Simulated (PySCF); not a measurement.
Cartesian coordinates (Å):
```xyz
10

W      0.1739     0.0171     0.0141
F     -0.7633    -0.9150     1.3286
F      1.6183    -0.4176     1.1095
F     -0.0504     0.2523    -1.8268
F     -1.4080     1.0022     0.0801
F      1.2249     1.5461    -0.1704
C      0.5040    -1.9188    -0.7864
H     -0.4035    -2.2141    -1.3368
H      0.7269    -2.6239     0.0250
H      1.3429    -1.8475    -1.4970
```
Charge 0, multiplicity 1.

Q: What is the computed charge on the central atom (Mulliken), HOMO–LUMO gap and dipole moment (PBE-D3(BJ)/def2-TZVP // r2SCAN-D4/def2-SVP in PySCF 2.14.0)?

A: 
```json
{
  "charge on the central atom (Mulliken)": "1.37 e",
  "HOMO–LUMO gap": "3.40 eV",
  "dipole_moment": "1.92 D"
}
```
